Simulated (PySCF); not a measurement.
## Germanium: a sound run and one with changed settings

Sound run: Ge [Ar] 3d10 4s2 4p2, Ge⁺ [Ar] 3d10 4s2 4p1. Computed with PySCF 2.14 in x2c-TZVPall (6s5p4d1f, 48 functions), with scalar relativity by spin-free X2C-1e. In the sound run the correlated levels freeze [Ar] 3d10. The sound run starts from symmetry-adapted Hartree-Fock orbitals and uses a fine grid where one is needed.

Changed run: a valence shell is frozen. This setting is unsound on purpose.

```
species   method  sound run (hartree)  changed run (hartree)  converged
     Ge      MP2          -2097.09748            -2097.05296        yes
     Ge  CCSD(T)          -2097.11368            -2097.05498        yes
```

Ionisation energy of Ge:

| method | sound run (eV) | changed run (eV) |
| --- | --- | --- |
| UHF | 7.414 | 7.414 |
| MP2 | 7.758 | 7.543 |
| SCS-MP2 | 7.684 | 7.457 |
| CCSD | 7.788 | 7.598 |
| CCSD(T) | 7.814 | 7.598 |
| CCSDT | n/a | 7.598 |
| FCI | n/a | 7.598 |

Freezing a valence shell removes pair correlation that changes on ionisation.

For comparison, NIST gives 7.899 eV between the lowest levels.
